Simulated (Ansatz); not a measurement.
Reaction (atomization): `CC[N](C)[Sn]([Cl])([Cl])[Cl]` → 3 C• + 3 Cl• + 8 H• + N• + Sn•

Computed with Ansatz on PBE0-D4/def2-TZVP structures; ΔE is electronic, products minus reactants. CCSD(T)/CBS is the MP2 limit (def2-TZVPP, def2-QZVPP) plus CCSD(T) − MP2 in def2-TZVPP, frozen cores. This one scheme is used for every species, atoms too. For atomizations the MP2-based limit and the directly extrapolated one differ by several kJ/mol either way, and by 10 to 25 for some Ge, Se and Sn compounds, so smaller differences from it don't rank the levels. DFT in def2-TZVPP. B3LYP here is the variant with VWN-RPA as its local correlation; programs differ in this. No spin–orbit coupling; open shells (•) take unrestricted orbitals. Spin–orbit coupling would lower the free atoms: a little for C, Cl; strongly for Sn. def2 core potentials past Kr. Bonds to Sn are less sure, by a few kJ/mol each and by 10 to 20 or more in all where they break to atoms, as the def2 sets lack core-valence functions. Each species was taken in one conformer, which may not be the lowest.

`CC[N](C)[Sn]([Cl])([Cl])[Cl]`:

```xyz
16

C     0.520    0.932   -1.686
C     0.622   -0.380   -0.943
N    -0.363   -0.516    0.119
C    -0.312   -1.818    0.761
Sn   -0.662    1.063    1.313
Cl   -2.010    2.659    0.350
Cl    1.281    2.148    1.964
Cl   -1.747    0.347    3.217
H     0.777    1.787   -1.050
H    -0.487    1.086   -2.078
H     1.223    0.946   -2.520
H     1.646   -0.517   -0.562
H     0.441   -1.207   -1.643
H     0.679   -2.061    1.171
H    -1.044   -1.885    1.566
H    -0.564   -2.585    0.019
```

```csv
level,ΔE (kcal/mol)
B3LYP-D4,1353.1
B2PLYP,1336.5
```

Task: What does CCSD(T)/CBS give? (Estimate.)

Result: Ansatz gave: +1364.4 kcal/mol. The listed levels differ from it by -11.3, -27.9 kcal/mol.

Largest T1 diagnostic among the species: 0.011.

At CCSD(T), def2-SVP lies −85.0 kcal/mol from the extrapolated value and def2-TZVPP −42.1 kcal/mol: correlation converges slowly with the basis, and small sets miss more of it in the bonded molecule than in its fragments. From r2SCAN to r2SCAN0 (25 % exact exchange), in def2-TZVPP and without D4, ΔE moves by −20.2 kcal/mol: exact exchange takes away binding that semilocal exchange gives to molecules. The D4 term adds +20.9 kcal/mol with B3LYP and +11.4 kcal/mol with PBE0; it sums over pairs of atoms, weighted by their polarisabilities, and B3LYP, whose exchange is more repulsive, gets the larger term.
